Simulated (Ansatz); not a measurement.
`F[Si]1(Cl)[O][AlH]1`, charge 0, multiplicity 1.

(1) Give a relaxed structure at PBE0-D4/def2-TZVP (Ansatz). (Best estimate.)

## Answers

(1) Ansatz gave: 
Cartesian coordinates in Å:
```
F 1.991 0.925 0.358
Si 0.487 0.689 -0.097
Cl 0.135 2.150 -1.480
O 0.215 -0.846 -0.650
Al -0.926 -0.899 0.675
H -1.902 -2.020 1.195
```
